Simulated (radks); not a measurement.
Task: Cd V, configuration [Kr] 4d8. Calculated with a radial shooting solver on a logarithmic mesh with Libxc functionals: scalar-relativistic Kohn-Sham, PBE, spin-unpolarised, spherical densities, point nucleus. Some entries of the table are withheld. Estimate them.

orbital,occ.,eigenvalue (eV),<r> (bohr),r(max) (bohr)
1s,2,-26581.16,0.03040,0.01968
2s,2,-3993.557,(1),0.1112
2p,6,-3589.010,0.1149,0.08899
3s,2,-789.0761,0.3582,0.3238
3p,6,-656.3774,0.3570,0.3171
3d,10,-448.8001,0.3346,0.2657
4s,2,-159.4886,0.8711,0.7931
4p,6,-120.0141,0.9432,0.8410
4d,8,-62.5211,1.152,0.9554
5s,0,-44.1690,2.130,1.948
5p,0,-34.9017,(2),2.222

Result: 
(1) 2s <r> (bohr): 0.1317
(2) 5p <r> (bohr): 2.430
